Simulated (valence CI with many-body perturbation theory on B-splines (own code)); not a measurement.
# Energy levels of Tb⁵⁷⁺

Computed by valence CI with perturbative core correlation (CI+MBPT): six valence electrons over a frozen Dirac-Fock core [He], radial functions for each j: 9 s, 9 p, 8 d, 6 f, 3 g, 1 h, with the one-electron correlation potential Σ1, the two-electron term Σ2, the three-electron term Σ3, Breit, model QED; selected CI, second order for the rest, scaled by the run's own slope (own B-spline code, finite nucleus).

No measured spectrum was set against this ion. As an estimate, large intervals hold to a few tenths of a per cent, small ones and those within an open d or f shell to about a per cent. Among the levels kept, up to 2100 cm⁻¹ of a level comes from second order outside the variational space, and about a tenth of that is noise between levels of different J, which matters for small intervals.

Levels 46 to 61 of 61, with energies above the lowest level, (2s^2 2p1/2^2 2p3/2^2) J=2. "Leading %" is the weight of the configuration and term that name the level; weights of strongly mixed levels are sums over their largest components and can fall short, so below about 35 % the name and the second component can differ from the true leading terms, or belong to a minority configuration. In the jj column 3d3/2^4 stands for four electrons in 3d with j = 3/2. Lifetimes count E1, E2, E3, M1 and M2 decay at the calculated energies, and are blank where another channel may lead or the interval is too uncertain; long ones can be off by a factor of two.

| No. | Configuration | Term | J | E (Ry) | Leading % | Second component | Lifetime | g | Leading jj |
| --- | --- | --- | --- | --- | --- | --- | --- | --- | --- |
| 46 | 2s2 2p3 3p | 3D | 3 | 566.75 | 70 | 21 % 2s2 2p3 3p 1F | 510 fs | 1.244 | 2s^2 2p1/2 2p3/2^2 3p3/2 (95 %) |
| 47 | 2s2 2p3 3p | 3P | 1 | 567.82 | 53 | 9 % 2s 2p4 3s 1P | 30.8 fs | 1.429 | 2s^2 2p1/2 2p3/2^2 3p3/2 (74 %) |
| 48 | 2s 2p4 3s | 3S | 1 | 568.50 | 38 | 11 % 2s2 2p3 3p 3P | 18.7 fs | 1.754 | 2s 2p1/2^2 2p3/2^2 3s (66 %) |
| 49 | 2s2 2p3 3p | 1D | 2 | 569.18 | 34 | 20 % 2s2 2p3 3p 3P | 107 fs | 1.190 | 2s^2 2p1/2 2p3/2^2 3p3/2 (77 %) |
| 50 | 2s 2p4 3p | 5P° | 2 | 570.20 | 31 | 24 % 2s 2p4 3p 3P° | 6.31 fs | 1.595 | 2s 2p1/2^2 2p3/2^2 3p1/2 (98 %) |
| 51 | 2s 2p4 3p | 3D° | 3 | 570.28 | 39 | 24 % 2s 2p4 3p 5D° | 2.49 fs | 1.322 | 2s 2p1/2^2 2p3/2^2 3p1/2 (96 %) |
| 52 | 2s 2p4 3s | 3P | 2 | 570.33 | 26 | 23 % 2s2 2p3 3p 3D | 56.6 fs | 1.270 | 2s 2p1/2^2 2p3/2^2 3s (53 %) |
| 53 | 2s 2p4 3s | 1P | 1 | 570.57 | 25 | 24 % 2s 2p4 3s 3D | 11.3 fs | 1.169 | 2s 2p1/2^2 2p3/2^2 3s (71 %) |
| 54 | 2s2 2p3 3p | 1D | 2 | 570.86 | 31 | 22 % 2s2 2p3 3p 3D | 167 fs | 1.201 | 2s^2 2p1/2 2p3/2^2 3p3/2 (75 %) |
| 55 | 2s 2p4 3s | 1S | 0 | 571.41 | 63 | 36 % 2s 2p4 3s 3P | 15.9 fs |  | 2s 2p1/2^2 2p3/2^2 3s (99 %) |
| 56 | 2s2 2p3 3p | 3P | 1 | 571.41 | 28 | 19 % 2s2 2p3 3p 3S | 37.6 fs | 1.583 | 2s^2 2p1/2 2p3/2^2 3p3/2 (66 %) |
| 57 | 2s2 2p3 3d | 5D° | 1 | 572.93 | 46 | 39 % 2s2 2p3 3d 3D° | 7.27 fs | 1.035 | 2s^2 2p1/2 2p3/2^2 3d3/2 (99 %) |
| 58 | 2s2 2p3 3d | 3F° | 2 | 573.07 | 40 | 37 % 2s2 2p3 3d 5D° | 10.2 fs | 1.069 | 2s^2 2p1/2 2p3/2^2 3d3/2 (98 %) |
| 59 | 2s2 2p3 3d | 5D° | 0 | 573.12 | 54 | 26 % 2s2 2p3 3d 1S° | 5.24 fs |  | 2s^2 2p1/2 2p3/2^2 3d3/2 (98 %) |
| 60 | 2s2 2p3 3d | 3G° | 3 | 573.57 | 39 | 21 % 2s2 2p3 3d 3D° | 8.07 fs | 1.080 | 2s^2 2p1/2 2p3/2^2 3d3/2 (97 %) |
| 61 | 2s2 2p3 3d | 3G° | 4 | 574.61 | 51 | 36 % 2s2 2p3 3d 1G° | 2.82 ps | 1.034 | 2s^2 2p1/2 2p3/2^2 3d3/2 (100 %) |
